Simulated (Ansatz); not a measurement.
Members of the series N+XY, Y = methyl; each row names its spin state. Gas-phase values, no solvent. One relaxed conformer stands for each flexible species; it need not be the lowest. Strings in code marks are SMILES.

Quantity: adiabatic spin-state energy, in kJ/mol.

Case: `C[N+]C=O`: multiplicity 3 minus multiplicity 1. The other species in the difference include `O=C[N+]C` (C–N–C–O torsion 87°) (charge +1, multiplicity 1). Geometry of `C(=O)[N+]C` (charge +1, multiplicity 3, Å):

```xyz
8

C      1.1089     0.1054     0.0769
N     -0.0733    -0.3371    -0.4994
C     -1.4691    -0.2000    -0.1922
O     -1.6677     0.4468     0.7905
H      1.1996    -0.2804     1.1078
H      1.9488    -0.2581    -0.5292
H      1.1268     1.2091     0.1137
H     -2.1739    -0.6857    -0.8679
```

### Question
Predict the adiabatic spin-state energy from CAM-B3LYP/cc-pVTZ // B3LYP-D3(BJ)/def2-TZVP (Ansatz, a program for electronic structure).

### Answer
-29.87 kJ/mol.
